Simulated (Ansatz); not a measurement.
Calculated with Ansatz (gas phase, PBE0-D4/def2-TZVP geometries, no zero-point term in ΔE). CCSD(T)/CBS adds triple-zeta CCSD(T) − MP2 to the extrapolated MP2 energy (def2 sets, frozen cores). DFT in def2-TZVPP. B3LYP here is the variant with VWN-RPA as its local correlation; programs differ in this. Each species was taken in one conformer, which may not be the lowest.

Reaction (formal exchange of groups at the Si–C bond): `N[SiH2]C=O` + `FC(F)(F)CC(Cl)Cl` → `N[SiH2]C(Cl)Cl` + `O=CCC(F)(F)F`

```tsv
level	ΔE (kJ/mol)	difference from CCSD(T)/CBS
PBE-D4	-38.6	-0.1
r2SCAN-D4	-40.6	-2.1
PBE0-D4	-40.4	-1.9
B3LYP-D4	-39.0	-0.5
ωB97X-V	-37.7	0.8
ωB97M-V	-38.5	0.0
B2PLYP	-39.8	-1.3
PBE	-39.1	-0.6
r2SCAN	-40.9	-2.4
PBE0	-40.9	-2.4
B3LYP	-39.8	-1.3
HF/def2-TZVPP	-43.8	-5.3
MP2/def2-TZVPP	-40.2	-1.7
SCS-MP2/def2-TZVPP	-39.1	-0.6
CCSD/def2-TZVPP	-38.6	-0.1
CCSD(T)/def2-TZVPP	-37.8	0.7
HF/def2-QZVPP	-44.2	-5.7
MP2/def2-QZVPP	-40.7	-2.2
SCS-MP2/def2-QZVPP	-39.6	-1.1
HF/CBS(def2)	-44.2	-5.7
MP2/CBS(def2)	-40.9	-2.4
CCSD/CBS(def2)	-39.2	-0.7
CCSD(T)/CBS	-38.5	0
```

Largest T1 diagnostic among the species: 0.014.

In def2-TZVPP, CCSD(T) changes the Hartree–Fock value by +6.0 kJ/mol (the triples alone add +0.8 kJ/mol) and MP2 by +3.6 kJ/mol.
